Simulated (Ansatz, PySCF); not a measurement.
The Ansatz (a program for electronic structure) input:
Ansatz 0.2 input:
```yaml
crystal:
  periodic: [false, false, false]
  atoms:
    - {symbol: Rb, position_ang: [-0.00000000, -0.00000000, -1.02590000]}
    - {symbol: Cl, position_ang: [0.00000000, 0.00000000, 2.23284117]}
basis:
  gaussian:
    orbitals: def2-SVPD
hamiltonian:
  xc: b3lyp5
total_charge: 1
magnetization: {spin_polarized: true, initial_magnetization: 1}
accuracy: high
```

Question: Convert this to an input for PySCF.

Answer: This is not unique; one that fits is 
```python
from pyscf import gto, scf, dft

mol = gto.Mole()
mol.atom = '''
    Rb   -0.00000000   -0.00000000   -1.02590000
    Cl    0.00000000    0.00000000    2.23284117
'''
mol.basis = 'def2-svpd'
mol.ecp = {'Rb': 'def2-svpd'}
mol.charge = 1
mol.spin = 1
mol.verbose = 3
mol.build()

mf = dft.UKS(mol)
mf.xc = 'b3lyp5'
mf.grids.atom_grid = (99, 590)
mf.grids.prune = None
mf.kernel()
```

Both were run: Ansatz gave -483.866310 Eh and PySCF -483.866309 Eh, 0.001 mEh apart.
